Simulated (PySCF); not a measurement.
# Assignment exercise: C₅H₁₃NSi

Structure with atom numbers: `[CH3:1]/[CH:2]=[CH:3]\[SiH2:4][N:5]([CH3:6])[CH3:7]` (H(Xn): hydrogen on atom n).

- GFN2-xTB geometry
- σ from GIAO-PBE0/pcSseg-1
- program: PySCF
- in vacuum, one conformer, non-relativistic, rapidly exchanging positions averaged

Shifts are taken against calculated references (same method and geometry level): TMS for ¹³C (186.93 ppm) and ¹H (31.72 ppm).

(1) Assign these signals to the numbered atoms. ¹³C{¹H} NMR (computed): δ 160.2, 127.7, 40.4, 23.6.

(2) Assign these signals to the numbered atoms. ¹H NMR (600 MHz, computed): δ 7.12 (m, 1H), 5.79 (m, 1H), 4.94 (d, 2H), 2.60 (s, 6H), 2.08 (d, 3H).

## Answers

(1) 
| δ (ppm) | atoms | environment | reason |
| --- | --- | --- | --- |
| 160.2 | C2 | alkene CH | the olefinic region |
| 127.7 | C3 | alkene CH | – |
| 40.4 | C6/C7 | methyl carbon bonded to N | deshielded by the electronegative neighbour |
| 23.6 | C1 | allylic methyl carbon | a saturated carbon with 1 carbon neighbour and no heteroatom attached |

(2) 
```tsv
δ (ppm)	atoms	environment	reason
7.12	H(C2)	hydrogen on an alkene CH	a vinylic proton, deshielded by the sp2 carbon and the C=C anisotropy
5.79	H(C3)	hydrogen on an alkene CH	–
4.94	H(Si4)	hydrogen on a silicon bonded to C, N	–
2.60	H(C6)/H(C7)	hydrogen on a methyl carbon bonded to N	its carbon carries N, hence the downfield position
2.08	H(C1)	hydrogen on an allylic methyl carbon	allylic position
```

Shifts are as computed. Against solution values, carbons near 30 ppm lie about +3 ppm off and those near 130 ppm about +5 ppm (rms about the fit 2.1 ppm; single classes can miss by 10 ppm). Of 1328 compounds with measured shifts, 309 miss one by over three times the rms of a fit or turn the order of signals round; such compounds aren't used in these exercises. Signals without a measured value on file couldn't be tested in this way; 1H shifts scatter by 0.2 ppm about their fit, and single ones miss by 0.5 ppm. Multiplicities follow the n + 1 count of equivalent neighbours, as no J values were calculated; m marks all less simple cases, F and P coupling included.
